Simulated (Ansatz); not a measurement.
Computed with Ansatz on PBE0-D4/def2-TZVP structures; ΔE is electronic, products minus reactants. CBS: MP2 limit from def2 TZ/QZ plus the TZ coupled-cluster correction, frozen cores. One conformer a species, not always the lowest.

`O[SiH2]S[SiH](Cl)Cl` + `FBN[SiH3]` → `[SiH3]N[SiH](Cl)Cl` + `O[SiH2]SBF`  (redistribution)

```csv
level,ΔE (kcal/mol)
CCSD(T)/def2-TZVPP,11.2
CCSD/CBS(def2),11.8
```

Q: What does CCSD(T)/CBS give? (An estimate is asked.)

A: Computed: +12.1 kcal/mol. The listed levels differ from it by -0.9, -0.3 kcal/mol.

Largest T1 diagnostic among the species: 0.013.

In def2-TZVPP, CCSD(T) changes the Hartree–Fock value by +1.3 kcal/mol (the triples alone add +0.3 kcal/mol) and MP2 by +1.9 kcal/mol. The D4 term adds +1.5 kcal/mol with B3LYP and +0.8 kcal/mol with PBE0; it sums over pairs of atoms, weighted by their polarisabilities, and B3LYP, whose exchange is more repulsive, gets the larger term.

B3LYP here is the variant with VWN-RPA as its local correlation; programs differ in this.
